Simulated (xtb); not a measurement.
xtb input:

```bash
xtb mol.xyz --gfn 2 --sp --chrg 0 --uhf 0
```
mol.xyz:
```
11

Si    -0.06649161     0.07389832    -0.35075543
C      1.39093601    -1.05817647    -0.10804809
C     -1.57766350    -0.49942914     0.57241876
F      0.33538231     1.53770493     0.20049067
H     -0.36669301     0.23569280    -1.79326502
H      1.17227444    -2.05324066    -0.50385585
H      2.27447544    -0.67845801    -0.62450024
H      1.63530891    -1.16334501     0.95121558
H     -2.40456088     0.20222630     0.44803552
H     -1.90543890    -1.47395602     0.20162224
H     -1.37255940    -0.59720655     1.64068369
```

### Question
What final total energy does it print?

### Answer
-14.36456 Eh (GFN2-xTB).
